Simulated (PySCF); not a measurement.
H3IrO3, SMILES [OH][Ir]([OH])[OH], multiplicity 1. Geometry: PBE-D3(BJ)/def2-SVP. The spin state was assumed, not searched. The def2 effective core potentials stand for the cores of Ir; spin–orbit coupling is left out. One conformer was computed; it need not be the lowest.

All values below come from PBE-D3(BJ)/def2-SVP (PySCF 2.14.0).

Harmonic wavenumbers (cm⁻¹): 185, 186, 215, 605, 670, 696, 705, 705, 720, 937, 956, 970, 3494, 3502, 3507. Rotational constants (GHz): 5.524, 5.425, 2.813; symmetry number 1.

Work out the zero-point energy and the ideal-gas rigid-rotor harmonic-oscillator thermochemistry at 298.15 K and 1 atm.

ZPE = ½ Σ hcν = ½ × 18052 cm⁻¹ = 25.81 kcal/mol. H − E(el) = 29.78 kcal/mol. Entropy in cal/(mol K): translation 42.37, rotation 25.75, vibration 8.87, total 76.98. G − E(el) = 6.83 kcal/mol. Cp = 19.96 cal/(mol K).
